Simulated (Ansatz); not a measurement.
`O[SiH2][CH2][ZnH]` + H–F → `F[CH2][ZnH]` + `O[SiH3]`  (substitution at a C–Si bond)

Calculated with Ansatz (gas phase, PBE0-D4/def2-TZVP geometries, no zero-point term in ΔE). CCSD(T)/CBS adds triple-zeta CCSD(T) − MP2 to the extrapolated MP2 energy (def2 sets, frozen cores). This one scheme is used for every species. Functionals use def2-TZVPP. For Zn outer-core shells are correlated without core-valence functions, which leaves a few kJ/mol of doubt a bond. Scalar relativity is left out up to krypton. Each species was taken in one conformer, which may not be the lowest.

`O[SiH2][CH2][ZnH]`:

Cartesian coordinates in Å:
```
O 1.285 0.658 -0.559
Si 0.453 0.432 0.878
C -1.007 -0.539 0.340
Zn -0.710 -0.713 -1.601
H 2.109 1.147 -0.563
H 1.346 -0.277 1.840
H 0.126 1.767 1.456
H -1.054 -1.528 0.802
H -1.953 -0.027 0.531
H -0.594 -0.919 -3.125
```

H–F:

Z-matrix (Å, degrees):
```
F
H 1 0.920
```

`F[CH2][ZnH]`:

Cartesian coordinates in Å:
```
F -0.424 -1.645 0.218
C 0.405 -0.514 0.246
Zn -0.603 1.042 -0.426
H 1.289 -0.741 -0.360
H 0.746 -0.385 1.278
H -1.413 2.242 -0.956
```

`O[SiH3]`:

Cartesian coordinates in Å:
```
O 0.653 0.250 1.074
Si -0.068 0.017 -0.389
H 0.235 -0.134 1.845
H -0.162 -1.430 -0.731
H 0.786 0.712 -1.379
H -1.444 0.584 -0.421
```

```
         level  ΔE (eV)
        PBE-D4     1.43
     r2SCAN-D4     1.48
       PBE0-D4     1.51
       ωB97X-V     1.39
        r2SCAN     1.46
 HF/def2-QZVPP     1.21
  HF/CBS(def2)     1.21
CCSD/CBS(def2)     1.55
```

What does CCSD(T)/CBS give? (An estimate is asked.)

Computed: +1.59 eV. The listed levels differ from it by -0.16, -0.11, -0.08, -0.20, -0.13, -0.38, -0.38, -0.04 eV.

Largest T1 diagnostic among the species: 0.014.

The D4 term adds +0.13 eV with B3LYP and +0.07 eV with PBE0; it sums over pairs of atoms, weighted by their polarisabilities, and B3LYP, whose exchange is more repulsive, gets the larger term. In def2-TZVPP, CCSD(T) changes the Hartree–Fock value by +0.33 eV (the triples alone add +0.04 eV) and MP2 by +0.47 eV.

B3LYP here is the variant with VWN-RPA as its local correlation; programs differ in this.
